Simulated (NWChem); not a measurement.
System: BN2H4Cl; SMILES NB(N)Cl

The following NWChem deck was run.

```
start job
memory heap 200 mb stack 900 mb global 1100 mb
geometry units angstroms noautosym nocenter noautoz
  B      0.000000     0.000000     0.436396
  Cl     0.000000     0.000000    -1.369175
  N      0.000000    -1.254428     1.093098
  H      0.000000    -1.365537     2.105284
  H      0.000000    -2.129269     0.574356
  N      0.000000     1.254428     1.093098
  H      0.000000     1.365537     2.105284
  H      0.000000     2.129269     0.574356
end
basis spherical
  B library def2-svp
  Cl library def2-svp
  N library def2-svp
  H library def2-svp
end
dft
  xc b3lyp
  iterations 150
  mulliken
end
task dft energy
esp
  recalculate
  probe 0.07
  range 0.3
  factor 1.0
  spacing 0.02
end
task esp
```

All runs use the structure optimised with PBE-D3(BJ)/def2-SVP. B3LYP is NWChem's, with the RPA form of VWN correlation.

Atomic charges in e: unrestrained fits to the electrostatic potential beside Mulliken populations; buried atoms are poorly determined by the fit.

Atoms are numbered as in the input.

### Question
What results follow from this input? (B3LYP/def2-SVP.) Quantities: ESP B1; Mulliken B1; ESP Cl2; Mulliken Cl2; ESP N3; Mulliken N3; ESP N6; Mulliken N6; relative RMS misfit of the potential (%).

### Answer
```yaml
ESP B1: 0.56
Mulliken B1: -0.09
ESP Cl2: -0.26
Mulliken Cl2: -0.18
ESP N3: -0.81
Mulliken N3: -0.10
ESP N6: -0.81
Mulliken N6: -0.10
relative RMS misfit of the potential (%): 26
```
